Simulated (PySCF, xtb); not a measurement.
SeClI, SMILES Cl[Se]I.

GFN2-xTB in xtb 6.7.1 at its own geometry gives an orbital gap of 2.65 eV and a dipole moment of 4.40 D.

Coordinates come from a B3LYP-D3(BJ)/def2-TZVP optimisation. The def2 effective core potentials stand for the cores of I; spin–orbit coupling is left out.

Question: What does HF/def2-TZVPD (PySCF) give? (The exact figures need the calculation; the answer reports its results.)

Answer: gap 9.32 eV (levels -9.48 and -0.16 eV), dipole 1.08 D.
